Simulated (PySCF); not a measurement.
Structure problem from calculated spectra and properties.

Formula: CH10FNSi3.

| Quantity | Value |
| --- | --- |
| 1H NMR | chemical shifts (computed TMS as zero) by class: 6.21 (1 H), 5.13 (1 H), 4.94 (1 H), 3.53 (3 H), 2.77 (3 H), -0.80 (1 H) ppm [GIAO PBE0/pcSseg-1] |
| 13C NMR | chemical shifts (computed TMS as zero) by class: 35.7 (1 C) ppm [GIAO PBE0/pcSseg-1] |
| NMR, other nuclei | isotropic shieldings of nuclei other than C and H, by class: 260 (1 N), 442 (1 F), 327 (1 Si), 398 (1 Si), 469 (1 Si) ppm [GIAO PBE0/pcSseg-1] |
| Rotational structure | rotational constants A, B, C: 2.514, 0.949, 0.727 GHz [GFN2-xTB] |
| Dipole | 2.44 D [CAM-B3LYP/def2-SVPD] |
| UV, first state | lowest singlet excitation: 5.05 eV (245 nm, f = 0.003) [TDDFT CAM-B3LYP/def2-SVPD] |
| Polarisability | 105.4 au [CAM-B3LYP/def2-SVPD] |
| UV, strongest line | among the 8 lowest singlet transitions: S6 at 6.76 eV (183 nm, f = 0.134) [TDDFT CAM-B3LYP/def2-SVPD] |
| Triplet | lowest triplet excitation (Tamm–Dancoff): 4.75 eV [TDA CAM-B3LYP/def2-SVPD] |

Electronic properties: PySCF, gas phase, density fitting. Levels stand in brackets. Geometry: GFN2-xTB, one conformer, isolated molecule. GFN2-xTB frequencies show an imaginary mode (41i cm⁻¹), so this geometry is no minimum at that level. NMR values are class means; diastereotopic atoms form classes of their own.

Question: What is the compound? Reason from the data.

Answer: Numbering: `[CH3:1][NH:2][SiH2:3][Si@H:4]([F:5])[SiH3:6]`. Its formula, CH10FNSi3, gives 0 degrees of unsaturation, so no ring and no π bond. The one carbon: N-methyl carbon [C1] (35.7 ppm). Hydrogen classes from least to most shielded: 1 H on a fluorine-bound silicon, Si4 (6.21 ppm), 1 H on an SiH2 silicon, Si3 (5.13 ppm), 1 H on an SiH2 silicon, Si3 (4.94 ppm), 3 H on an SiH3 silicon, Si6 (3.53 ppm), 3 H on an N-methyl carbon, C1 (2.77 ppm), 1 H on a silicon-bound nitrogen, N2 (-0.80 ppm). The other shieldings belong to: 260 ppm, silicon-bound nitrogen [N2]; 442 ppm, silicon-bound fluorine [F5]; 327 ppm, fluorine-bound silicon [Si4]; 398 ppm, SiH2 silicon [Si3]; 469 ppm, SiH3 silicon [Si6]. The optimised geometry has point group C1 and is an asymmetric top. Structure: `[SiH2]([Si@@H]([SiH3])F)NC`. Computed isomers that give other values at the same levels: `CN[SiH2][SiH2][SiH2]F` (1H chemical shifts (computed TMS as zero) by class: 5.89 (2 H), 5.19 (2 H), 3.25 (2 H), 2.84 (3 H), -0.24 (1 H) ppm); `C[Si@@](F)([SiH3])N[SiH3]` (13C chemical shifts (computed TMS as zero) by class: 8.1 (1 C) ppm); `C[Si@H](F)N([SiH3])[SiH3]` (13C chemical shifts (computed TMS as zero) by class: 1.6 (1 C) ppm). The assignments are read from this structure; whether some other isomer fits the data as well wasn't checked. The mirror image fits equally.

Shape of the structure used: `[CH3:1][NH:2][SiH2:3][Si@H:4]([F:5])[SiH3:6]`: C1–N2–Si3–Si4 173°, N2–Si3–Si4–F5 160°.
